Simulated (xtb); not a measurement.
P, charge -1, triplet; xtb with GFN0-xTB.

Input for xtb:
```
$ xtb mol.xyz --gfn 0 --chrg -1 --uhf 2 --ohess --json

# file mol.xyz
1

P      0.00000000     0.00000000     0.00000000
```

**Question.** Predict the main parts of the log of this xtb run.

**Answer.** 
```
   ID    Z sym.   atoms
    1   15 P      1

           -------------------------------------------------
          |                Calculation Setup                |
           -------------------------------------------------

           -------------------------------------------------
          |                 G F N 0 - x T B                 |
           -------------------------------------------------

          ...................................................
          :                      SETUP                      :
          :.................................................:
          :  # basis functions                  10          :
          :  # atomic orbitals                   9          :
          :  # shells                            3          :
          :  # electrons                         6          :
          :  electronic temp.          300.0000000     K    :
          :  accuracy                    1.0000000          :
          :  -> integral cutoff          0.2500000E+02      :
          :  -> integral neglect         0.1000000E-07      :
          ...................................................

         :::::::::::::::::::::::::::::::::::::::::::::::::::::
         ::                     SUMMARY                     ::
         :::::::::::::::::::::::::::::::::::::::::::::::::::::
         :: total energy              -3.589929972335 Eh    ::
         :: gradient norm              0.000000000000 Eh/a0 ::
         :: HOMO-LUMO gap              8.408777000000 eV    ::
         ::.................................................::
         :: H0 energy                 -2.507764221422 Eh    ::
         :: repulsion energy           0.000000000000 Eh    ::
         :: electrostat energy        -1.082165750913 Eh    ::
         :: -> Gsolv                   0.000000000000 Eh    ::
         ::    -> Gsasa                0.000000000000 Eh    ::
         ::    -> Gshift               0.000000000000 Eh    ::
         :: dispersion energy          0.000000000000 Eh    ::
         :: short-range corr.          0.000000000000 Eh    ::
         :: add. restraining           0.000000000000 Eh    ::
         :: total charge              -1.000000000000 e     ::
         :::::::::::::::::::::::::::::::::::::::::::::::::::::

      -----------------------------------------------------------
     |                   =====================                   |
     |                        A N C O P T                        |
[...]
         :: total energy              -3.589929972335 Eh    ::
[...]
          :  rotational number                       1      :
          :  scaling factor                  1.0000000      :
          :  rotor cutoff                   50.0000000 cm⁻¹ :
          :  imag. cutoff                  -20.0000000 cm⁻¹ :
          :.................................................:

    mode    ω/cm⁻¹     T·S(HO)/kcal·mol⁻¹    T·S(FR)/kcal·mol⁻¹   T·S(vib)
   ------------------------------------------------------------------------
   ------------------------------------------------------------------------

   temp. (K)  partition function   enthalpy   heat capacity  entropy
                                   cal/mol     cal/K/mol   cal/K/mol   J/K/mol
 298.15  VIB   1.00                    0.000      0.000      0.000
         ROT   1.00                    0.000      0.000      0.000
         INT   1.00                    0.000      0.000      0.000
         TR   0.167E+27             1481.254      4.968     36.208
         TOT                        1481.2539     4.9681    36.2080   151.4943

       T/K    H(0)-H(T)+PV         H(T)/Eh          T*S/Eh         G(T)/Eh
   ------------------------------------------------------------------------
    298.15    0.236053E-02    0.236053E-02    0.172036E-01   -0.148431E-01
   ------------------------------------------------------------------------

         :::::::::::::::::::::::::::::::::::::::::::::::::::::
         ::                  THERMODYNAMIC                  ::
         :::::::::::::::::::::::::::::::::::::::::::::::::::::
         :: total free energy          -3.604773034369 Eh   ::
         ::.................................................::
         :: total energy               -3.589929972335 Eh   ::
         :: zero point energy           0.000000000000 Eh   ::
         :: G(RRHO) w/o ZPVE           -0.014843062033 Eh   ::
         :: G(RRHO) contrib.           -0.014843062033 Eh   ::
         :::::::::::::::::::::::::::::::::::::::::::::::::::::

optimized geometry written to: xtbopt.xyz

           -------------------------------------------------
          | TOTAL ENERGY               -3.589929972335 Eh   |
          | TOTAL ENTHALPY             -3.587569443956 Eh   |
          | TOTAL FREE ENERGY          -3.604773034369 Eh   |
          | GRADIENT NORM               0.000000000000 Eh/α |
          | HOMO-LUMO GAP               8.408777000000 eV   |
           -------------------------------------------------

normal termination of xtb
```
